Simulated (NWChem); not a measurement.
Basis-set dependence for Cl₂Te

```
Te
Cl 1 2.3598
Cl 1 2.3598 2 100.18
```
Charge 0, spin multiplicity 1.

The numbers come from NWChem runs, not from measurements. The geometry was optimised at PBE0/def2-SVP with def2 effective core potentials on Te, a minimum by its harmonic frequencies.

Hartree-Fock energies in Ha, correlation energies in mHa.

Effective core potentials replace the inner electrons of Te; spin-orbit coupling is left out. The correlated methods keep 14 core orbitals frozen. The structure started from a generated list of species.

```csv
basis,functions,RHF,MP2,SCS-MP2
def2-SVP,62,-1185.71819,-374.8,-361.4
def2-TZVP,124,-1186.05501,-824.6,-764.6
```

From def2-SVP to def2-TZVP the Hartree-Fock energy moves by -336.8 mHa and the MP2 correlation energy by -449.7 mHa, which is 55 % of its value in the larger set.
